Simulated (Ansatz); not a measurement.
# Which is lower?

The two ends of one reaction step of CH4ClGa, singlet (PBE0-D4/def2-TZVP).

A:

```xyz
7
angstrom
Ga 0.0283 -0.3338 -0.2747
Cl 0.2882 -3.2239 -2.6607
H 0.1971 -2.2142 -1.8266
C -0.1084 1.2155 1.0029
H -1.1157 1.2885 1.4277
H 0.1122 2.1628 0.4986
H 0.5983 1.1052 1.8330
```

B:

Ga1  (-0.236, -0.814, -0.547)
Cl2  (1.516, -1.387, -1.674)
H3  (-1.472, -1.733, -0.792)
C4  (-0.001, 0.754, 0.592)
H5  (-0.906, 0.999, 1.148)
H6  (0.284, 1.610, -0.023)
H7  (0.815, 0.572, 1.296)
(Å)

Program: Ansatz 0.2.0. Basis: def2-TZVPP. Cores are frozen in the correlated methods. Filled d shells of the heavier atoms are correlated. The def2 sets are not built for correlating such inner shells, so the correlated values are less sure here. B3LYP uses VWN-RPA correlation.

**Question.** Which structure is lower at CCSD(T), and by how much? (Judge from chemistry; the value comes from the calculation.)

**Answer.** The calculation gives: B, by 44.69 kcal/mol (electronic energy, against the other). By their contacts, A is a complex of CH₃Ga ([CH3][Ga]) + HCl and B is CH₄ClGa ([CH3][GaH][Cl]).

All methods give the same order:

```csv
method,E(B) − E(A) (kcal/mol)
SPW92,-43.06
PBE-D4,-38.87
BLYP-D4,-35.06
r2SCAN-D4,-46.06
B97M-V,-45.71
PBE0-D4,-42.90
B3LYP-D4,-38.85
r2SCAN0-D4,-47.18
BHLYP-D4,-43.53
CAM-B3LYP-D4,-42.52
wB97X-V,-46.21
wB97M-V,-42.87
B2PLYP,-42.23
PBE-QIDH,-47.69
RPA on PBE,-42.30
HF,-46.96
MP2,-47.51
CCSD,-44.79
CCSD(T),-44.69
```

No T1 diagnostic of these runs exceeds 0.012.

Labels in which every atom is bracketed show which atoms are joined, not bond orders.

For scale, one of the runs: CCSD(T)/def2-TZVPP, 177 basis functions, launched by `ansatz run in.yaml --threads 2 --pin off --events-out ev --progress --plain --max-ram 4352MiB`. The run took 24 s on 2 CPU threads (shared host), with 1.6 GiB of host memory at its peak.
